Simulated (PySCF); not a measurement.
C9H14P (charge +1).
Structure used (GFN2-xTB), in Å, numbered top down from 1:
```xyz
24
C9H14P angstrom
C     -2.207    1.798   -0.423
C     -2.360    0.531   -0.756
C     -1.232   -0.443   -0.807
C     -1.490   -1.911   -0.379
C     -0.140   -2.154    0.338
P      0.094   -0.343    0.481
C     -0.440    0.267    2.096
C      1.642    0.306    0.057
C      2.719    0.753   -0.269
C      3.993    1.282   -0.635
H     -1.234    2.194   -0.162
H     -3.027    2.493   -0.420
H     -3.326    0.133   -1.034
H     -0.755   -0.418   -1.795
H     -1.685   -2.589   -1.207
H     -2.325   -1.973    0.317
H      0.606   -2.602   -0.320
H     -0.183   -2.720    1.267
H     -1.431   -0.129    2.317
H      0.272   -0.072    2.849
H     -0.474    1.356    2.099
H      3.893    2.333   -0.904
H      4.686    1.194    0.201
H      4.393    0.733   -1.487
```

Probes without a nucleus sit at each ring's centroid and 1 Å off its mean plane on both sides; NICS is minus the shielding there, NICSzz its component along the normal. Level: GIAO PBE0/pcSseg-1 (PySCF, non-relativistic, gas phase) on the GFN2-xTB geometry, one conformer.

Ring bond lengths (Å), with Mayer bond orders in brackets: C3–C4 1.551 (0.97), C4–C5 1.548 (1.00), C5–P6 1.832 (1.01), P6–C3 1.852 (0.95).

Task: What do the NICS probes read (ppm)?

Result: 
```csv
ring,type,NICS(0),"NICS(1), two faces","NICS(1)zz, two faces",rms pucker (Å),"centre to ring atoms, mean (Å)"
C3–C4–C5–P6,4-membered ring with P; formal bonds all single,-3.0,-1.4 / -2.5,4.3 / 3.0,0.13,1.19
```

Task: What do they say, and how far can they be read as aromaticity?

Result: 
- C3–C4–C5–P6: mean NICS(1)zz 3.7 ppm, deshielded. C3, C4, C5, P6 have four or more neighbours, so the value isn't read as a sign of a π ring current.

Task: At the first NICS(1) probe listed for ring C3–C4–C5–P6, 1 Å off the ring, how large is the induced field along the normal in 14.1 T applied along it?

Result: NICSzz × B0 = 4.3 ppm × 14.1 T = 61 μT, along the applied field.

Task: List the ring angles and the Hirshfeld charges of the ring atoms.

Result: 
- C3–C4–C5–P6: C3 88.7° (-0.033 e), C4 97.6° (-0.050 e), C5 89.5° (-0.080 e), P6 78.5° (+0.479 e); sum 354.4° against 360° for a flat convex ring.

Task: How shielded are the nuclei of the rings and their hydrogens (means over atoms taken as equivalent)?

Result: 
```
atoms                     environment  σ isotropic (ppm)  principal values of the symmetric part, first atom (ppm)
   C3  sp3 carbon bound to phosphorus              130.1                                        93.6, 137.5, 159.1
   C4       four-membered-ring carbon              161.4                                       144.7, 157.4, 182.1
   C5  sp3 carbon bound to phosphorus              157.1                                       135.7, 153.3, 182.3
   P6          phosphonium phosphorus              315.0                                       276.3, 331.8, 337.0
  H14                methine hydrogen              26.83                                          24.8, 26.3, 29.4
  H15              methylene hydrogen              28.71                                          24.6, 25.4, 36.1
  H16              methylene hydrogen              29.32                                          26.6, 27.0, 34.4
  H17              methylene hydrogen              28.43                                          24.9, 26.7, 33.7
  H18              methylene hydrogen              28.96                                          25.3, 25.9, 35.7
```

Time: 1.7 min of wall time. Hardware: an x86-64 server with one thread, on a shared host. This is the whole shielding run at PBE0/pcSseg-1, SCF included.
